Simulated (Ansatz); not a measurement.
```yaml
crystal:
  periodic: [false, false, false]
  atoms:
    - {symbol: C, position_ang: [-1.385658, 1.036556, 0.160300]}
    - {symbol: Al, position_ang: [0.265401, 0.059833, -0.146249]}
    - {symbol: N, position_ang: [0.531168, -1.566623, 0.492030]}
    - {symbol: S, position_ang: [1.858441, 0.996578, -1.331660]}
    - {symbol: H, position_ang: [-1.943340, 1.164224, -0.772441]}
    - {symbol: H, position_ang: [-1.185976, 2.038532, 0.550733]}
    - {symbol: H, position_ang: [-2.039623, 0.523955, 0.870453]}
    - {symbol: H, position_ang: [-0.143711, -2.069376, 1.045430]}
    - {symbol: H, position_ang: [1.358438, -2.125423, 0.364287]}
    - {symbol: H, position_ang: [2.684859, -0.058256, -1.232894]}
basis:
  gaussian: {orbitals: pcseg-2, final_grid: {core_spheres: 20, valence_spheres: 16, degree: 47}, nuclear_model: gaussian}
hamiltonian: {xc: {name: HF}}
correlation: {active_space: {window: {electrons: 2, orbitals: 1}}}
scf: {lower_state_search: off}
output: {forces: true}
```

```sh
$ ansatz run in.yaml --threads 2 --pin off --events-out ev --progress --plain --max-ram 32768MiB --backend cpu
```

Shortened log:

```
Functional definition: HF
1267 factors; integrals over basis functions are off by at most 9.6e-4 eV
mean field evaluation 1: about -20006.6699 eV, gradient 4.6e1 eV
mean field evaluation 2: about -20006.8524 eV, gradient 4.6e1 eV
mean field evaluation 4: about -20011.5180 eV, gradient 3.7e0 eV
mean field evaluation 8: about -20011.5853 eV, gradient 2.5e-1 eV
mean field evaluation 16: about -20011.5857 eV, gradient 1.5e-6 eV
mean field -20011.58574015 eV, -735.4122116107 hartree, gradient 1.5e-6 eV, S^2 0.000000; 0 other end points of the search recorded, 0 dependent functions left out
reference -20011.58574015 eV, -735.4122116107 hartree; 24, 24 occupied and 188, 188 virtual orbitals, 1267 factors
state -20011.58574015 eV, -735.4122116107 hartree
Total energy: -20011.58574015 eV, -735.4122116107 hartree
Atom 0 at    -1.385658     1.036556     0.160300 Å, force    -0.330449     0.187122     0.068664 eV/Å
Atom 1 at     0.265401     0.059833    -0.146249 Å, force     0.015290    -0.191374     0.082347 eV/Å
Atom 2 at     0.531168    -1.566623     0.492030 Å, force     0.080282    -0.449555     0.173813 eV/Å
Atom 3 at     1.858441     0.996578    -1.331660 Å, force     0.294164    -0.366541     0.030698 eV/Å
Atom 4 at    -1.943340     1.164224    -0.772441 Å, force     0.120079    -0.023897     0.244592 eV/Å
Atom 5 at    -1.185976     2.038532     0.550733 Å, force    -0.075118    -0.250304    -0.093076 eV/Å
Atom 6 at    -2.039623     0.523955     0.870453 Å, force     0.147433     0.153508    -0.186235 eV/Å
Atom 7 at    -0.143711    -2.069376     1.045430 Å, force     0.464814     0.281671    -0.351018 eV/Å
Atom 8 at     1.358438    -2.125423     0.364287 Å, force    -0.554567     0.312148     0.114770 eV/Å
Atom 9 at     2.684859    -0.058256    -1.232894 Å, force    -0.161929     0.347223    -0.084556 eV/Å
Dipole moment:    -0.154912    -0.389447     0.254384 e Å
Checks for a lower state left out: stability, starts, cluster_reference, orbital_swaps, neighbouring_geometries, increment
```

Hardware: 2 threads of a server CPU on a shared host. Wall time 4.9 s, peak host memory 0.46 GiB.
